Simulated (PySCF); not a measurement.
# Ionisation energy of Zn by level of theory

Zn [Ar] 3d10 4s2 (1S) → Zn⁺ [Ar] 3d10 4s1 (2S), as a difference of total energies. Calculation: PySCF 2.14, in cc-pVTZ-PP with ECP10MDF; scalar relativity through the core potential. Correlated levels: valence: 3s2 3p6 frozen. The calculations carry no spin-orbit coupling.

```tsv
method	ionisation energy (eV)
UHF	7.805
BP86	9.721
MN15	9.262
MP2 (valence)	9.046
SCS-MP2 (valence)	9.063
```

Task: How much does correlation contribute at MP2 (valence)?

Result: 9.046 − (7.805) = 1.241 eV, measured against UHF.

Errors of the correlated levels include the incompleteness of this basis and the frozen core.

MP2 underrates the near-degeneracy of ns² with np² in the lower species.

For comparison: 9.394 eV (measured; NIST Atomic Spectra Database, ionization energies).
